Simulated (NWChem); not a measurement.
System: CH₆GaN; SMILES [NH]([GaH2])C

Here is an NWChem input.

```
start job
memory heap 200 mb stack 900 mb global 1100 mb
geometry units angstroms noautoz
  Ga    -0.048943    -0.832232     0.000000
  H      1.089963    -1.913668     0.000000
  H     -1.606941    -1.041851     0.000000
  N      0.509113     0.912367     0.000000
  C     -0.299075     2.115599     0.000000
  H      1.515049     1.103815     0.000000
  H     -0.121591     2.755030    -0.896290
  H     -0.121591     2.755030     0.896290
  H     -1.375893     1.849312     0.000000
end
basis spherical
  Ga library 6-31g*
  H library 6-31g*
  N library 6-31g*
  C library 6-31g*
end
dft
  xc r2scan
  grid xfine
  iterations 150
  mulliken
end
task dft gradient
```

Excerpt of the output:

```
             Northwest Computational Chemistry Package (NWChem) 7.3.0
             --------------------------------------------------------

 CS  symmetry detected

                             Geometry "geometry" -> ""
                             -------------------------

 Output coordinates in angstroms (scale by  1.889725989 to convert to a.u.)

  No.       Tag          Charge          X              Y              Z
 ---- ---------------- ---------- -------------- -------------- --------------
    1 Ga                  31.0000    -0.04361192    -0.80789689     0.00000000
    2 H                    1.0000     1.09255074    -1.89221469     0.00000000
    3 H                    1.0000    -1.60213597    -1.01356822     0.00000000
    4 N                    7.0000     0.51886201     0.93528275     0.00000000
    5 C                    6.0000    -0.28627517     2.14055833     0.00000000
    6 H                    1.0000     1.52527979     1.12418173     0.00000000
    7 H                    1.0000    -0.10717182     2.77953765    -0.89629000
    8 H                    1.0000    -0.10717182     2.77953765     0.89629000
    9 H                    1.0000    -1.36376431     1.87700017     0.00000000

 Effective nuclear repulsion energy (a.u.)     179.0415905355

      Symmetry information
      --------------------

 Group name             Cs
 Group number              2
 Group order               2
 No. of unique centers     8

                                 NWChem DFT Module
                                 -----------------

 Summary of "ao basis" -> "ao basis" (spherical)
 ------------------------------------------------------------------------------
       Tag                 Description            Shells   Functions and Types
 ---------------- ------------------------------  ------  ---------------------
 Ga                          6-31g*                 12       32   5s4p3d
 H                           6-31g*                  2        2   2s
 N                           6-31g*                  6       14   3s2p1d
 C                           6-31g*                  6       14   3s2p1d

      Symmetry analysis of basis
      --------------------------

        a'         52
        a"         20

            General Information
            -------------------
          SCF calculation type: DFT
          Wavefunction type:  closed shell.
          No. of atoms     :     9
          No. of electrons :    50
           Alpha electrons :    25
            Beta electrons :    25
          Charge           :     0
          Spin multiplicity:     1
          Use of symmetry is: on ; symmetry adaption is: on
          Maximum number of iterations: 150
          AO basis - number of functions:    72
                     number of shells:    36
          Convergence on energy requested:  1.00D-06
          Convergence on density requested:  1.00D-05
          Convergence on gradient requested:  5.00D-04

              XC Information
              --------------
                      r^2SCAN Method XC Functional
               r^2SCAN metaGGA Exchange Functional  1.000
                     r^2SCAN Correlation Potential  1.000

             Grid Information
             ----------------
          Grid used for XC integration:  xfine
          Radial quadrature: Mura-Knowles
          Angular quadrature: Lebedev.
          Tag              B.-S. Rad. Rad. Pts. Rad. Cut. Ang. Pts.
          ---              ---------- --------- --------- ---------
          Ga                  1.30      160          10.0      1454
          H                   0.35      100          12.0      1202
          N                   0.65      100           9.0      1454
          C                   0.70      100          11.0      1454
          Grid pruning is: on
          Number of quadrature shells:   860
          Spatial weights used:  Erf1

      Superposition of Atomic Density Guess
      -------------------------------------

 Sum of atomic energies:       -2017.88878594

      Non-variational initial energy
      ------------------------------

 Total energy =   -2019.221567
 1-e energy   =   -3167.129987
 2-e energy   =     968.866829
 HOMO         =      -0.284582
 LUMO         =       0.007562

      Symmetry analysis of molecular orbitals - initial
      -------------------------------------------------

  Numbering of irreducible representations:

     1 a'          2 a"

  Orbital symmetries:

     1 a'          2 a'          3 a'          4 a'          5 a"
     6 a'          7 a'          8 a'          9 a'         10 a'
    11 a"         12 a'         13 a'         14 a'         15 a'
    16 a"         17 a"         18 a'         19 a'         20 a'
    21 a"         22 a'         23 a'         24 a'         25 a"
    26 a"         27 a'         28 a'         29 a'         30 a'
    31 a'         32 a'         33 a"         34 a'         35 a"

     ---------------------------------------------
      Total Density - Mulliken Population Analysis
     ---------------------------------------------

[...]

                         DFT ENERGY GRADIENTS

    atom               coordinates                        gradient
                 x          y          z           x          y          z
   1 Ga     -0.082415  -1.526704   0.000000    0.000038  -0.002973   0.000000
   2 H       2.064622  -3.575767   0.000000    0.001626  -0.001725   0.000000
   3 H      -3.027598  -1.915366   0.000000   -0.002528  -0.000224   0.000000
   4 N       0.980507   1.767428   0.000000   -0.005837   0.001295   0.000000
   5 C      -0.540982   4.045069   0.000000    0.006582  -0.008296   0.000000
   6 H       2.882361   2.124395   0.000000    0.007701   0.001445   0.000000
   7 H      -0.202525   5.252565  -1.693743    0.000435   0.005464  -0.005832
   8 H      -0.202525   5.252565   1.693743    0.000435   0.005464   0.005832
   9 H      -2.577141   3.547016   0.000000   -0.008453  -0.000448   0.000000
```

Level: r2SCAN/6-31G* (spherical d). Coordinates come from a PBE-D3(BJ)/def2-SVP optimisation.
